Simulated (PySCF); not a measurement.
## Electric field gradients and quadrupole coupling constants

C7H12OSi.
Cartesian coordinates in Å at the GFN2-xTB level; atoms count from 1:
```xyz
21
C7H12OSi angstrom
C      2.5582   -0.9291    1.0243
C      1.0897   -0.6776    0.9882
C      0.4682    0.2466    0.2611
Si     1.3804    1.4942   -0.8341
C     -1.0271    0.3912    0.3166
C     -1.8934   -0.8392    0.6791
C     -2.7387   -0.5493   -0.5383
O     -3.7982   -0.9477   -0.9259
C     -1.7653    0.4933   -1.0391
H      2.9336   -0.8044    2.0402
H      3.0974   -0.2571    0.3632
H      2.7656   -1.9569    0.7251
H      0.5184   -1.3352    1.6360
H      1.9462    0.8112   -2.0022
H      0.4318    2.5173   -1.2774
H      2.4490    2.1543   -0.0793
H     -1.2747    1.2450    0.9541
H     -2.4108   -0.8351    1.6365
H     -1.3670   -1.7866    0.5688
H     -1.1740    0.1278   -1.8779
H     -2.1982    1.4539   -1.3101
```

Field gradients from the PBE0/pcSseg-1 density (PySCF, non-relativistic), principal values in atomic units, ordered |Vxx| ≤ |Vyy| ≤ |Vzz|:

```tsv
atom	Vxx	Vyy	Vzz
O8	0.4437	1.4143	-1.8579
```

Problem. Find the asymmetry η = (Vxx − Vyy)/Vzz and the couplings χ = eQV/h (234.96 MHz × Q in barn × V in au), with Q(17O) = −0.0256 b.

Solution. 
```
atom    environment  nucleus     η  χzz (MHz)  χxx (MHz)  χyy (MHz)
  O8  ketone oxygen      17O  0.52      11.18      -2.67      -8.51
```

The tensor is traceless: Vxx + Vyy + Vzz = 0.

Problem. What is Vzz at O8 in SI units (1 au = 9.71736 × 10²¹ V/m²)?

Solution. -1.8579 au = -18.054 × 10²¹ V/m².

Were the hydrogens deuterons (Q(2H) = 0.00286 b), χzz would run from 109 kHz (H14, H16 and H15) to 213 kHz (H13, H11, H18 and H21).

The structure is a single GFN2-xTB conformer in the gas phase; no vibrational or solvent corrections. GFN2-xTB bond lengths can be off by several hundredths of an ångström, more for odd bonds, and the gradients follow them. With a basis this small, the couplings can be 20 % off.

The run behind these numbers computed NMR shieldings as well. On one thread, Arm Neoverse V1 (aarch64), shared host with 32 logical CPUs at a one-minute load of 30, this took 52 s wall and 0.99 GiB of memory at its peak.
